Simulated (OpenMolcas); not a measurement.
**S III: effect of the level shift or regulariser**

```yaml
Program: OpenMolcas 26.06
Basis: ANO-RCC-VTZP [5s4p2d1f]
Scalar_Hamiltonian: DKH2, point nucleus
Active_space: 2 electrons in 3 orbitals (3p)
State_averaging: 2S+1 = 3 even, 3 roots; 2S+1 = 1 even, 6 roots
Spin-orbit_coupling: RASSI with atomic mean-field integrals over the reference wave functions, term energies averaged over their components
```

Methods on the same reference wave functions:
A. CASSCF
B. SS-CASPT2, IPEA 0.25 Eh, imaginary shift 0.1 Eh (closed shells correlated: 2s 2p 3s)
C. SS-CASPT2, IPEA 0.25 Eh, real shift 0.2 Eh (closed shells correlated: 2s 2p 3s)
D. SS-CASPT2, IPEA 0.25 Eh, sigma2 regulariser 0.3 Eh (closed shells correlated: 2s 2p 3s)

Energies in eV above 3s2 3p2 3P0, the measured ground level; measured values from NIST levels in Podobedova, Kelleher and Wiese, J. Phys. Chem. Ref. Data 38, 171 (2009).

```tsv
Level	A	B	C	D	Measured
3s2 3p2 3P0	0.0000	0.0000	0.0000	0.0000	0.0000
3s2 3p2 3P1	0.0333	0.0338	0.0338	0.0338	0.0370
3s2 3p2 3P2	0.0952	0.0953	0.0953	0.0953	0.1033
3s2 3p2 1D2	1.7662	1.417	1.421	1.417	1.4038
3s2 3p2 1S0	4.2942	3.444	3.455	3.444	3.3675
```

Deviations, from unrounded energies. A percentage is the sum of absolute deviations over the sum of measured energies, with the sign that they share, or ± where signs differ.

```
                        Against measurement  Levels      A     B     C     D
             mean absolute deviation (cm-1)       4   2600   200   240   200
      fine structure of the ground term (%)       2   -8.4  -8.0  -8.0  -8.0
other terms of the ground configuration (%)       2  +27.0  +1.9  +2.2  +1.9
```

B, D lie about equally close to measurement and A furthest from it. The largest miss of D in the table is 3s2 3p2 1S0, by +610 cm-1. The ranking rests on the paired levels alone, and a cruder setting can come out closer through cancelling errors.

Among B to D the level of the table that moves most is 3s2 3p2 1S0, by 95 cm-1 (lowest in D, highest in C). Moves below CASPT2's spread within the term are not significant.

The mean deviations of B to D differ by less than CASPT2's widest spread within a term (120 cm-1), so their order carries little weight.

From A to B the spin-free energies of the other terms of 3s2 3p2 shown, above 3P, scale by factors of 0.79 to 0.80.

The lowest spin-free term lies below A's lowest term by 0.091 hartree in B, 0.091 hartree in C, 0.091 hartree in D.

Term energies are means over components that CASPT2 splits; among the terms shown or strongly mixed into the levels shown the widest spread is 120 cm-1 (3s2 3p2 1D, D). With the s shell closed, the reference lacks s² → p² mixing. Computed and measured levels are paired by configuration, term and J; levels that our copy of the source lacks, or whose pairing is in doubt (as where it misses far off the trend of its configuration), stay unpaired and out of the deviations. Levels of configurations outside the active space are missing.
